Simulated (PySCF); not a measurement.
A structure optimised at PBE0-D3(BJ)/def2-TZVP, used in a PySCF frequency run:

```
Te
Cl 1 2.3229
Br 1 2.4740 2 99.73
```

Write its SMILES, formula and point group.

Cl[Te]Br, BrClTe, Cs

What are its rotational constants (standard atomic weights)?

4.1581, 1.2869, 0.98274 GHz
